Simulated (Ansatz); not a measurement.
A structure relaxed at PBE-D4/def2-SVP in Ansatz, charge 0, singlet:

```xyz
18

Ge    1.938   -1.385   -0.739
Sn    0.161    0.517    2.512
Sn   -2.381   -0.241   -1.210
Sn    0.086   -0.694   -2.478
Sn   -2.018    1.450    1.005
Ge    2.271    0.355    0.947
H     3.273   -1.686   -1.483
H     1.503   -2.695   -0.020
H     0.481    1.541    3.876
H    -0.194   -1.068    3.122
H    -3.524    0.433   -2.330
H    -3.032   -1.753   -0.664
H     0.589    0.765   -3.271
H    -0.070   -1.918   -3.698
H    -1.667    3.055    0.447
H    -3.457    1.546    1.971
H     2.489    1.721    0.230
H     3.552    0.056    1.782
```

**Question.** Give its formula.

**Answer.** Sn₄Ge₂H₁₂, an alloyed cluster cut from the lattice of tin (2 Ge, core).

**Question.** Summarise the bond lengths by kind (pairs closer than 1.2 times the sum of covalent radii, bridged metal pairs left out).

**Answer.** 3 × Sn–Sn 2.81 Å; 2 × Ge–Sn 2.63 Å; 1 × Ge–Ge 2.45 Å; 8 × H–Sn 1.73 to 1.74 Å; 4 × Ge–H 1.56 Å.

In the def2 sets Sn takes a core potential; there is no spin–orbit coupling.
